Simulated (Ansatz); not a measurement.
Relaxation of CH$_{6}$AlBGaN (11 atoms, charge 0, multiplicity 1), to a largest force component of 0.015 eV/Å in at most 40 steps.

These are results of Ansatz 0.2.0, RKS PBE-D4/def2-SVP, not measurements.

```xyz
11
Properties=species:S:1:pos:R:3:forces:R:3
B -0.522 1.794 -0.340 0.05 -1.21 0.48
Al 1.065 0.916 -1.213 -0.06 0.35 -0.60
C 0.590 0.987 -3.235 0.27 -0.28 0.59
N 0.156 1.145 -4.330 -1.06 0.31 -0.13
Ga -0.870 -0.176 0.736 -0.12 -0.72 0.32
H -0.361 2.478 0.619 0.33 0.46 0.65
H -1.562 1.833 -0.915 -0.58 0.06 -0.64
H 2.451 0.208 -1.397 0.45 -0.16 0.31
H -0.719 1.580 -4.675 0.52 -0.07 -0.29
H -1.803 -1.484 0.338 0.09 0.59 -0.34
H -0.397 -0.728 2.226 0.11 0.67 -0.35
```

Question: Where does it end, and by what steps?

Answer: The run converged. After 23 steps the energy has fallen by 0.703 eV; H10 moved furthest, 1.58 Å.

| step | energy less start (eV) | largest force component (eV/Å) | accepted |
| --- | --- | --- | --- |
| 0 | 0.0000 | 1.207 | yes |
| 1 | -0.3595 | 1.111 | yes |
| 2 | -0.4402 | 1.257 | yes |
| 3 | -0.5106 | 0.560 | yes |
| 4 | -0.5248 | 0.350 | yes |
| 5 | -0.5380 | 0.330 | yes |
| 6 | -0.5583 | 0.377 | yes |
| 7 | -0.5732 | 0.497 | yes |
| 8 | -0.5834 | 0.606 | yes |
| 9 | -0.5938 | 0.359 | yes |
| 10 | -0.6042 | 0.488 | yes |
| 11 | -0.6078 | 0.630 | yes |
| 12 | -0.6171 | 0.601 | yes |
| 13 | -0.6323 | 0.401 | yes |
| 14 | -0.6598 | 0.231 | yes |
| 15 | -0.6781 | 0.293 | yes |
| 16 | -0.6882 | 0.264 | yes |
| 17 | -0.6963 | 0.112 | yes |
| 18 | -0.6993 | 0.068 | yes |
| 19 | -0.7003 | 0.054 | yes |
| 20 | -0.7014 | 0.052 | yes |
| 21 | -0.7015 | 0.070 | yes |
| 22 | -0.7024 | 0.064 | yes |
| 23 | -0.7026 | 0.013 | yes |

```xyz
11
Properties=species:S:1:pos:R:3
B -0.081 1.877 0.143
Al 1.307 1.352 -1.207
C 0.269 0.792 -2.883
N -0.429 0.606 -3.813
Ga -0.850 -0.102 0.164
H 0.144 2.313 1.256
H -1.269 1.946 -0.272
H 2.804 0.863 -1.490
H -1.076 0.433 -4.572
H -1.405 -0.928 -1.090
H -1.387 -0.597 1.578
```

Whether the end is a true minimum wasn't checked by a vibrational analysis.

Time of the run: 72 s on 2 threads of Arm Neoverse V1, on a shared host, peak memory 0.18 GiB.
